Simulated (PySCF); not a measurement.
**HRuN + 2 HCl → H₃RuN + Cl₂**

Level: PBE0 in the def2-TZVP basis family, computed in PySCF with density fitting; scalar-relativistic core potentials for atoms from Rb on, none lighter, no spin–orbit coupling; open shells unrestricted.

| species | state and structure | E (Eh) | ZPE (kJ/mol) | H(298 K) − H(0) (kJ/mol) | S° (J/(mol K)) |
| --- | --- | --- | --- | --- | --- |
| HRuN | singlet, Cs, Ru–H 1.632 Å, Ru–N 1.548 Å; H–Ru–N 105.7° | -150.10761 | 22.0 | 10.6 | 252.0 |
| HCl | singlet, C∞v, H–Cl 1.279 Å | -460.66440 | 17.9 | 8.7 | 186.6 |
| H₃RuN | singlet, Cs, Ru–H 1.559 Å, Ru–H 1.629 Å (×2), Ru–N 1.571 Å; H–Ru–H 83.2° (×2), H–Ru–H 135.3°, H–Ru–N 95.9°, H–Ru–N 111.8° (×2) | -151.31963 | 64.9 | 11.6 | 262.3 |
| Cl₂ | singlet, D∞h, Cl–Cl 1.982 Å | -920.08940 | 3.5 | 9.1 | 222.5 |

(1) What is the electronic reaction energy?

(2) Add zero-point, thermal and entropy terms for 298.15 K and 1 bar.

Answers

(1) At PBE0/def2-TZVP, ΔE = 71.9 kJ/mol from the differences of the total energies times 2625.5, uphill. 

(2) ΔZPE = 10.6 and Δ[H(298) − H(0)] = -7.3 kJ/mol give ΔH° = 75.2 kJ/mol. ΔS° = -140.4 J/(mol K), so ΔG° = 75.2 − 298.15 × (-0.1404) = 117 kJ/mol and log₁₀K = -20.5.

The structures come from searches over a few start shapes, so lower isomers are not excluded.
